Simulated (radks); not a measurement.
Values are calculated unless marked as measured or tabulated.
Species: the neon ion Ne4+. Configuration: [He] 2s2 2p2. Level of theory: scalar-relativistic Kohn-Sham, PBE, spin-polarised, spherical densities, finite nucleus; open shells are filled with parallel spins first; Fermi nuclear charge, rms radius 3.0055 fm (a radial shooting solver on a logarithmic mesh with Libxc functionals).

Normalised radial functions P(r) = r R(r), r in bohr:

r         1s up    2s up   2p up
0.01353  0.7227   0.2028  0.0066
0.01652  0.8563   0.2401  0.0097
0.02018  1.0078   0.2821  0.0143
0.02465  1.1766   0.3286  0.0208
0.0301   1.3604   0.3786  0.0301
0.03677  1.5542   0.4301  0.0435
0.04491  1.7502   0.4803  0.0623
0.05485  1.9365   0.5243  0.0885
0.067    2.0975   0.5558  0.1245
0.08118  2.2104   0.5665  0.1710
0.09915  2.2643   0.5474  0.2346
0.1211   2.2342   0.4866  0.3165
0.1479   2.1067   0.3737  0.4187
0.1807   1.8805   0.2019  0.5410
0.2207   1.5711  -0.0284  0.6799
0.2695   1.2117  -0.3059  0.8271
0.3292   0.8487  -0.6050  0.9689
0.4021   0.5297  -0.8865  1.0855
0.4872   0.2953  -1.0944  1.1507
0.595    0.1361  -1.2006  1.1476
0.7268   0.0511  -1.1674  1.0596
0.8877   0.0149  -1.0021  0.8928
1.084    0.0032  -0.7507  0.6747
1.324    0.0005  -0.4824  0.4485
1.617    0.0000  -0.2597  0.2560
1.976    0.0000  -0.1130  0.1211
2.413    0.0000  -0.0379  0.0454

1s up: eigenvalue -953.20 eV, 0 radial nodes, <r> = 0.158 bohr, 90 % of the charge inside 0.282 bohr. 2s up: eigenvalue -133.56 eV, 1 radial node at r = 0.216 bohr, <r> = 0.759 bohr, 90 % of the charge inside 1.18 bohr. 2p up: eigenvalue -112.00 eV, 0 radial nodes, <r> = 0.700 bohr, 90 % of the charge inside 1.15 bohr.
